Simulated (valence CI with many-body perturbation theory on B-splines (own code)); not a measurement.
**Energy levels of Bi⁵²⁺**

Level of theory: relativistic CI+MBPT: three valence electrons over a frozen Dirac-Fock core [Ar] 3d10, a basis of 11 s, 11 p, 10 d, 8 f, 5 g, 2 h functions for each j, with the one-electron correlation potential Σ1, the two-electron term Σ2, the three-electron term Σ3, Breit, model QED; selected CI, second order for the rest, scaled by the run's own slope (own B-spline code, finite nucleus).

No measured spectrum was set against this ion. As an estimate, large intervals hold to a few tenths of a per cent, small ones and those within an open d or f shell to about a per cent.

Levels 46 to 90 of 173, with energies above the lowest level, (4s^2 4p1/2) J=1/2. "Leading %" is the weight of the configuration and term that name the level; weights of strongly mixed levels are sums over their largest components and can fall short. In the jj column 3d3/2^4 stands for four electrons in 3d with j = 3/2. Lifetimes count E1, E2, E3, M1 and M2 decay at the calculated energies, and are blank where another channel may lead or the interval is too uncertain; long ones can be off by a factor of two.

| No. | Configuration | Term | J | E (eV) | Leading % | Lifetime | Leading jj | g |
| --- | --- | --- | --- | --- | --- | --- | --- | --- |
| 46 | 4s.4p.4d | 2D° | 5/2 | 730.82 | 61 | 404 fs | 4s 4p3/2 4d5/2 (95 %) | 1.107 |
| 47 | 4s.4p.4f | 4D | 7/2 | 731.09 | 36 | 3.85 ps | 4s 4p1/2 4f7/2 (96 %) | 1.209 |
| 48 | 4s.4p.4f | 4F | 3/2 | 731.25 | 52 | 1.97 ps | 4s 4p1/2 4f5/2 (98 %) | 0.636 |
| 49 | 4s.4p.4f | 2G | 9/2 | 738.93 | 36 | 4.11 ps | 4s 4p1/2 4f7/2 (98 %) | 1.190 |
| 50 | 4s.4p.4f | 2G | 7/2 | 741.44 | 41 | 3.31 ps | 4s 4p1/2 4f7/2 (96 %) | 1.073 |
| 51 | 4s.4p.4f | 2D | 5/2 | 742.87 | 38 | 2.43 ps | 4s 4p1/2 4f7/2 (92 %) | 1.056 |
| 52 | 4p2.4d | 2F | 5/2 | 780.93 | 52 | 1.05 ps | 4p1/2 4p3/2 4d3/2 (95 %) | 0.947 |
| 53 | 4p2.4d | 4F | 3/2 | 783.36 | 41 | 754 fs | 4p1/2 4p3/2 4d3/2 (98 %) | 0.910 |
| 54 | 4p2.4d | 4D | 1/2 | 783.71 | 81 | 789 fs | 4p1/2 4p3/2 4d3/2 (99 %) | 0.164 |
| 55 | 4p2.4d | 2G | 7/2 | 790.14 | 46 | 751 fs | 4p1/2 4p3/2 4d3/2 (90 %) | 1.038 |
| 56 | 4p3 | 2P° | 3/2 | 802.09 | 49 | 263 fs | 4p3/2^3 (95 %) | 1.290 |
| 57 | 4p2.4d | 2D | 3/2 | 802.83 | 41 | 283 fs | 4p1/2 4p3/2 4d3/2 (95 %) | 1.152 |
| 58 | 4p2.4d | 4P | 1/2 | 805.24 | 36 | 308 fs | 4p1/2 4p3/2 4d3/2 (95 %) | 1.738 |
| 59 | 4p2.4d | 2D | 5/2 | 805.24 | 33 | 292 fs | 4p1/2 4p3/2 4d3/2 (87 %) | 1.184 |
| 60 | 4p2.4d | 4D | 7/2 | 820.96 | 48 | 807 fs | 4p1/2 4p3/2 4d5/2 (98 %) | 1.306 |
| 61 | 4p2.4d | 2G | 9/2 | 824.83 | 61 | 1.29 ps | 4p1/2 4p3/2 4d5/2 (95 %) | 1.181 |
| 62 | 4p2.4d | 2P | 3/2 | 828.21 | 49 | 716 fs | 4p1/2 4p3/2 4d5/2 (96 %) | 1.358 |
| 63 | 4p2.4d | 2D | 5/2 | 829.76 | 39 | 789 fs | 4p1/2 4p3/2 4d5/2 (94 %) | 1.125 |
| 64 | 4p2.4d | 2F | 7/2 | 841.53 | 56 | 650 fs | 4p1/2 4p3/2 4d5/2 (89 %) | 1.108 |
| 65 | 4p2.4d | 4P | 5/2 | 842.60 | 35 | 473 fs | 4p1/2 4p3/2 4d5/2 (91 %) | 1.238 |
| 66 | 4p2.4d | 2D | 3/2 | 845.26 | 60 | 677 fs | 4p1/2 4p3/2 4d5/2 (93 %) | 0.913 |
| 67 | 4p2.4d | 2P | 1/2 | 845.94 | 56 | 724 fs | 4p1/2 4p3/2 4d5/2 (95 %) | 1.178 |
| 68 | 4s.4d2 | 4F | 3/2 | 854.27 | 78 | 242 fs | 4s 4d3/2^2 (94 %) | 0.498 |
| 69 | 4p2.4f | 2F° | 5/2 | 856.59 | 40 | 1.67 ps | 4p1/2^2 4f5/2 (98 %) | 0.845 |
| 70 | 4s.4d2 | 4F | 5/2 | 860.84 | 52 | 224 fs | 4s 4d3/2^2 (88 %) | 1.065 |
| 71 | 4s.4d2 | 4P | 1/2 | 868.36 | 62 | 235 fs | 4s 4d3/2^2 (91 %) | 2.295 |
| 72 | 4p2.4f | 2F° | 7/2 | 869.49 | 35 | 2.51 ps | 4p1/2^2 4f7/2 (98 %) | 1.138 |
| 73 | 4s.4d2 | 4F | 7/2 | 887.06 | 62 | 556 fs | 4s 4d3/2 4d5/2 (72 %) | 1.168 |
| 74 | 4s.4d2 | 4F | 5/2 | 889.98 | 31 | 495 fs | 4s 4d3/2 4d5/2 (75 %) | 1.173 |
| 75 | 4s.4d2 | 2G | 9/2 | 891.26 | 42 | 635 fs | 4s 4d3/2 4d5/2 (58 %) | 1.161 |
| 76 | 4s.4d2 | 4P | 3/2 | 893.80 | 71 | 427 fs | 4s 4d3/2 4d5/2 (90 %) | 1.432 |
| 77 | 4s.4d2 | 2G | 7/2 | 897.20 | 43 | 509 fs | 4s 4d3/2 4d5/2 (67 %) | 1.005 |
| 78 | 4s.4d2 | 4P | 3/2 | 900.46 | 23 | 592 fs | 4s 4d3/2 4d5/2 (48 %) | 1.097 |
| 79 | 4s.4d2 | 4P | 5/2 | 901.28 | 32 | 492 fs | 4s 4d3/2 4d5/2 (58 %) | 1.170 |
| 80 | 4s.4p.4f | 4F | 7/2 | 903.25 | 34 | 748 fs | 4s 4p3/2 4f5/2 (69 %) | 1.109 |
| 81 | 4s.4p.4f | 4D | 1/2 | 905.52 | 94 | 1.62 ps | 4s 4p3/2 4f5/2 (94 %) | 0.068 |
| 82 | 4s.4d2 | 2F | 5/2 | 905.56 | 34 | 505 fs | 4s 4p3/2 4f5/2 (48 %) | 1.020 |
| 83 | 4s.4p.4f | 4F | 9/2 | 906.68 | 59 | 1.47 ps | 4s 4p3/2 4f7/2 (74 %) | 1.251 |
| 84 | 4s.4p.4f | 4D | 3/2 | 907.47 | 52 | 655 fs | 4s 4p3/2 4f5/2 (52 %) | 1.039 |
| 85 | 4s.4d2 | 2P | 1/2 | 909.80 | 61 | 340 fs | 4s 4d3/2 4d5/2 (82 %) | 1.153 |
| 86 | 4s.4p.4f | 4G | 11/2 | 909.98 | 100 | 2.61 ps | 4s 4p3/2 4f7/2 (100 %) | 1.267 |
| 87 | 4s.4p.4f | 2F | 7/2 | 911.36 | 36 | 2.35 ps | 4s 4p3/2 4f7/2 (83 %) | 1.187 |
| 88 | 4s.4d2 | 4F | 9/2 | 914.96 | 53 | 817 fs | 4s 4p3/2 4f5/2 (39 %) | 1.229 |
| 89 | 4s.4p.4f | 2F | 5/2 | 915.34 | 48 | 1.06 ps | 4s 4p3/2 4f7/2 (74 %) | 1.033 |
| 90 | 4s.4p.4f | 2F | 5/2 | 921.71 | 52 | 621 fs | 4s 4p3/2 4f5/2 (64 %) | 1.002 |
